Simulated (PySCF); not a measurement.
Input of a run (PBE0-D3(BJ)/def2-SVP geometry optimisation, gas phase (PySCF 2.14.0)), started from GFN2-xTB:
```
{"job": {"xc": "PBE0", "basis": "def2-SVP", "d3": "d3bj", "grid": 1, "maxiter": 40, "shake": 0.03, "kind": "geom"}, "charge": 0, "multiplicity": 1}
B      1.384350    -0.011720     0.375310
F      1.904730    -0.742040    -0.538390
F      2.061200     0.619350     1.232820
S     -0.124080    -0.930270     1.232290
B     -1.363220     0.207540    -0.024370
F     -2.297920     0.910940     0.664270
F     -1.760620    -0.506850    -1.025840
S      0.215590     1.459060    -0.616110
H     -0.185590    -1.978060     0.488350
H      0.290220     0.895300    -1.783930
```

Output (energies in Eh, forces in Eh/bohr):
```
step   0  E = -1245.63139469  max force = 0.067667
step   1  E = -1245.64806116  max force = 0.024706
step   2  E = -1245.65013191  max force = 0.008629
step   3  E = -1245.65065122  max force = 0.003243
step   4  E = -1245.65078717  max force = 0.003093
step   5  E = -1245.65095108  max force = 0.003131
step   6  E = -1245.65108880  max force = 0.002304
step   7  E = -1245.65121087  max force = 0.002535
step   8  E = -1245.65135707  max force = 0.003143
step   9  E = -1245.65154033  max force = 0.005292
step  10  E = -1245.65165046  max force = 0.003964
step  11  E = -1245.65176060  max force = 0.001746
step  12  E = -1245.65178211  max force = 0.001734
step  13  E = -1245.65177827  max force = 0.001050
step  14  E = -1245.65183609  max force = 0.000505
step  15  E = -1245.65185634  max force = 0.000402
step  16  E = -1245.65193136  max force = 0.000751
step  17  E = -1245.65198377  max force = 0.000864
step  18  E = -1245.65201145  max force = 0.000925
step  19  E = -1245.65202627  max force = 0.000768
step  20  E = -1245.65202072  max force = 0.000426
step  21  E = -1245.65203803  max force = 0.000288
optimisation converged
```

Question: Summarise the run.

Answer: The energy falls by 54.2 kJ/mol over 22 energy and gradient evaluations, the largest force component goes from 0.0677 to 2.9e-04 Eh/bohr, and the atoms move by 0.376 Å rms after alignment. The bond that changes most is B1–S8 (ends: boron bonded to 2 F and 2 S; sulfur bonded to 2 B and H), which shortens by 0.101 Å. Bonds longer at the end by more than 0.005 Å: 6 of 10; shorter: 4. Among the angles that change most is F2–B1–F3, from 123.5° to 118.4°. Among the dihedrals that turn most is H9–S4–B5–F7, from 2° to 29°. The energy rose by more than 1e-6 Eh at steps 13 and 20. The first step brought 81 % of the lowering.

Question: What are the final bond lengths?

Answer: B1–F2 1.344 Å, B1–F3 1.338 Å, B1–S4 2.021 Å, B1–S8 2.023 Å, S4–B5 2.023 Å, S4–H9 1.351 Å, B5–F6 1.339 Å, B5–F7 1.343 Å, B5–S8 2.020 Å, S8–H10 1.351 Å. Numbering counts from 1 in the input's order; the species is (F2B-mu-SH)2 (B2F4H2S2).

The run used 130 basis functions and 141 SCF cycles in all. The run took 2.6 min wall on Arm Neoverse V1, one thread, shared host with 32 logical CPUs at a one-minute load of 14, and the process peaked at 0.49 GiB of memory.

Whether it is a minimum is left open (no frequencies). One conformer, not necessarily the lowest.
